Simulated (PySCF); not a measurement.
C₅H₅BO. Atoms are numbered in the order given.

```xyz
12

B     -0.0967     0.1929     0.0000
C     -0.1813     1.7253     0.0000
C     -0.2108     2.9423     0.0000
H     -0.2443     4.0162     0.0000
C      1.2824    -0.4937     0.0000
C      2.3816    -1.0180     0.0000
H      3.3549    -1.4736     0.0000
O     -1.2511    -0.5068     0.0000
C     -1.3467    -1.9190     0.0000
H     -1.9066    -2.2371     0.8932
H     -1.9066    -2.2371    -0.8932
H     -0.3559    -2.3994     0.0000
```
Charge 0, spin multiplicity 1.

Coordinates come from a B3LYP-D3(BJ)/def2-SVP optimisation. One conformer was computed; it need not be the lowest.

Computed with PBE/pcSseg-1 run with PySCF.

GIAO shieldings, no solvent; atoms listed in one row are averaged. δ = σ(ref) − σ: ¹¹B against BF3 (σ = 83.9 ppm); ¹³C against TMS (σ = 182.0 ppm); ¹H against TMS (σ = 31.49 ppm); ¹⁷O against H2O (σ = 334.3 ppm), references at their B3LYP-D3(BJ)/def2-TZVP geometries, non-relativistic.

```tsv
nucleus	atoms	count	δ (ppm)
¹¹B	B1	1	9.0
¹³C	C6	1	102.6
¹³C	C3	1	98.8
¹³C	C2	1	95.2
¹³C	C5	1	91.7
¹³C	C9	1	62.9
¹H	H10, H11, H12	3	4.49
¹H	H7	1	3.04
¹H	H4	1	2.81
¹⁷O	O8	1	212.3
```
